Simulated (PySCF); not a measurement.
# What a mistake does to a calculation on ClH5NSi2

These are calculations, not measurements. They come from PySCF 2.14.0, an open-source quantum chemistry program, on an isolated molecule that a program drew, which may never have been made. The molecule is ClH5NSi2 (charge 0, doublet), drawn as the SMILES string `N[SiH][SiH2]Cl`.

Each row is a Hartree-Fock (HF) and frozen-core CCSD(T) single point in the cc-pV(D+d)Z basis, meant for a local HF minimum. Run 1 is clean. Each other run has one planted mistake out of seven kinds, and not every kind appears here: one electron removed, one electron added, multiplicity raised by two, geometry at a saddle point, minimal basis STO-3G, one bond length entered in bohr, all coordinates scaled. The reference is restricted for singlets and unrestricted otherwise, and also for a bond in bohr. Adding or removing an electron swaps singlet and doublet. Electrons count all cores. HOMO and LUMO are orbital energies over both spins, the gradient is its largest component, and the lowest frequency (negative if imaginary) is given only where the gradient is small. Bond lengths are over the 8 bonds as drawn. T1 is the CCSD diagnostic: over 0.02 (restricted) or 0.045 (unrestricted) a single reference is doubtful.

Geometry of the clean run:
```xyz
9
ClH5NSi2, angstrom
N    -1.9703    0.7703   -0.1169
Si   -1.1949   -0.2376   -1.2828
Si    0.5292   -1.4474   -0.2203
Cl    1.7434   -0.0488    0.7596
H    -2.8790    1.1500   -0.3085
H    -1.4220    1.4232    0.4124
H    -2.2248   -1.1504   -1.8464
H     0.0799   -2.4022    0.8140
H     1.3810   -2.1594   -1.1939
```

| run | electrons | basis functions | <S^2> | HOMO (eV) | LUMO (eV) | gradient (hartree/bohr) | lowest frequency (cm^-1) | mean bond (Å) | longest bond (Å) | T1 | HF (hartree) | CCSD(T) (hartree) | mistake |
|---|---|---|---|---|---|---|---|---|---|---|---|---|---|
| 1 | 57 | 108 | 0.760 | -8.13 | 1.54 | 1.0e-05 | 53 | 1.5785 | 2.359 | 0.0150 | -1094.78030 | -1095.33886 | no fault |
| 2 | 57 | 108 | 3.764 | -4.68 | -2.13 | 3.2e-02 | - | 1.5785 | 2.359 | 0.0295 | -1094.56458 | -1095.12430 | multiplicity raised by two |
| 3 | 58 | 108 | 0.000 | -0.36 | 7.92 | 5.8e-02 | - | 1.5785 | 2.359 | 0.0131 | -1094.75557 | -1095.34229 | one electron added |
| 4 | 57 | 108 | 0.759 | -7.78 | 1.93 | 6.8e-02 | - | 1.4806 | 2.213 | 0.0136 | -1094.74160 | -1095.29467 | all coordinates scaled |
| 5 | 57 | 108 | 1.723 | -8.04 | -0.85 | 3.2e-03 | - | 1.8115 | 3.960 | 0.0256 | -1094.65910 | -1095.19279 | one bond length entered in bohr |
| 6 | 57 | 37 | 0.752 | -5.61 | 5.66 | 2.5e-02 | - | 1.5785 | 2.359 | 0.0140 | -1082.46832 | -1082.62416 | ? |

**Which mistake was planted in run 6, and what did it cost?**

It has 37 basis functions where the clean run has 108, with the same electrons and geometry. So the mistake is: minimal basis STO-3G. Subtracting run 1 and multiplying by 627.51 kcal/mol a hartree, the energy moved by 7725.9 kcal/mol in HF and 7978.6 kcal/mol in CCSD(T).

